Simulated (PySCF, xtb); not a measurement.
Se(OH)(GeH3) (GeH4OSe), SMILES O[Se][GeH3]. The values are those of a single conformer.

Harmonic wavenumbers (cm⁻¹) from GFN2-xTB (xtb) at its own minimum, in rising order: 51, 114, 181, 268, 447, 453, 562, 736, 813, 849, 993, 1916, 2003, 2034, 3561.

Task: What does PySCF 2.14.0 with PBE0-D3(BJ)/def2-SVP give at its own minimum? (The exact figures need the calculation; the answer reports its results.)

Result: 117, 137, 288, 350, 523, 540, 647, 812, 862, 884, 1110, 2151, 2163, 2173, 3852. Paired by order, the mean absolute difference is 109 cm⁻¹ and the zero-point energies are 21.4 and 23.7 kcal/mol.
